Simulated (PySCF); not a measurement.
## Spin states of KBi⁺

Unrestricted PBE0; PySCF, scalar-relativistic core potentials, basis sets K def2-SVPD, Bi def2-SVPD with ECP60. Outer shells of the fragments: K+ closed shells only; Bi 5d10 6s2 6p3.

Followed along the bond (rough minima from three points):

```tsv
2Ms+1	unpaired	⟨S²⟩ at the start	R at minimum (Å)	Te (eV)
4	σ ↑, π ↑↑	3.75	3.92	0.00
2	σ ↓, π ↑↑	1.76	3.99	0.64
2	σ ↑, π ↑↓	1.76	3.94	0.66
2	π ↑	0.75	3.77	1.09
2	σ ↑	0.75	3.92	1.58
```

Solutions found at the starting distance of 3.505 Å, counted from the lowest of them; the search is not exhaustive and high or unbound solutions are not listed, so other states can lie among these:

```tsv
2Ms+1	unpaired	term	E (eV)	⟨S²⟩	⟨Lz²⟩	μ (D)
4	σ ↑, π ↑↑	⁴Σ⁻	0.00	3.75	0.00	-11.65
2	σ ↓, π ↑↑	mixed	0.66	1.76	0.00	-11.56
2	σ ↑, π ↑↓	mixed	0.67	1.76	2.01	-11.58
2	π ↑	²Π	1.08	0.75	1.00	-10.77
2	σ ↑	mixed	1.58	0.75	2.00	-11.47
2	π ↑	²Π	2.05	0.75	1.01	-12.01
```

A term symbol is given only where ⟨S²⟩ and ⟨Lz²⟩ are close to those of a pure state; real π, δ and φ orbitals otherwise mix terms. A positive dipole points towards Bi; it is taken about the centre of mass and depends on that origin.

Spin–orbit coupling is left out, which matters for elements this heavy, above all for dissociation energies.
